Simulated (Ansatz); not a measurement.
GaCl2I, SMILES [Cl][Ga]([Cl])[I].

Coordinates come from a PBE0-D3(BJ)/def2-SVP optimisation. The structure was generated by enumeration; whether it is a known compound was not checked. The def2 effective core potentials stand for the cores of I; spin–orbit coupling is left out.

Two levels are set side by side: PBE/def2-SVPD (Ansatz, a program for electronic structure) and CAM-B3LYP/def2-SVPD (Ansatz). Energy differences of separate SCF runs at the same geometry; the states with an electron removed or added have multiplicity 2 and 2. Differences are taken from unrounded values.

| quantity | PBE |
|---|---|
| vertical ionisation energy (eV) | 10.06 |
| vertical electron affinity (eV) | 0.96 |
| vertical singlet–triplet gap (eV) | 4.14 |

Question: These are the PBE values. What does CAM-B3LYP give? (The exact figures need the calculation; the answer reports its results.)

Answer: 
```json
[
 {"quantity": "vertical ionisation energy (eV)", "CAM-B3LYP": "10.55", "PBE minus CAM-B3LYP": "-0.49"},
 {"quantity": "vertical electron affinity (eV)", "CAM-B3LYP": "0.84", "PBE minus CAM-B3LYP": "0.12"},
 {"quantity": "vertical singlet–triplet gap (eV)", "CAM-B3LYP": "4.59", "PBE minus CAM-B3LYP": "-0.46"}
]
```
